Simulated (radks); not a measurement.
Kinetic energies: the exact non-interacting value of the Kohn-Sham orbitals and orbital-free approximations, as 100 (|E| - |E exact|)/|E exact|, negative where the magnitude is too small. Species: In46+ [He] 2s1; Ru3+ [Kr] 4d5; F8+ 1s1; Re+ [Xe] 4f14 5d5 6s1; Eu+ [Xe] 4f7 6s1. All-electron calculation, non-relativistic Kohn-Sham, r2SCAN, spin-polarised, spherical densities, point nucleus; meta-GGA in the generalised Kohn-Sham scheme. Program: a radial shooting solver on a logarithmic mesh with Libxc functionals. Every spin shell is full or empty, so the densities are truly spherical. Functionals are evaluated on that one density, not self-consistently.

functional         In46+     Ru3+      F8+      Re+      Eu+
exact (hartree)  2651.25  4439.89  40.5001  15784.5  10423.7
Thomas-Fermi       -9.95    -5.48    -8.25    -4.74    -5.01
TF + vW           +82.42   +37.94   +91.75   +31.48   +33.51
TF + vW/9          +0.31    -0.66    +2.86    -0.72    -0.73
TF + vW/5          +8.52    +3.20   +11.75    +2.50    +2.70
APBEK              +0.07    +0.16    +2.19    +0.02    +0.04
revAPBEK           +0.87    +0.35    +3.08    +0.17    +0.20
Pearson            -4.11    -0.94    -2.24    -0.88    -0.92
LKT               +54.37   +20.24   +62.75   +16.31   +17.50
PG1               +47.22   +15.95   +55.45   +12.72   +13.68
DePristo-Kress     -0.18    -0.05    +3.06    -0.22    -0.19
Ernzerhof          +3.14    -0.35    +6.82    -0.50    -0.49
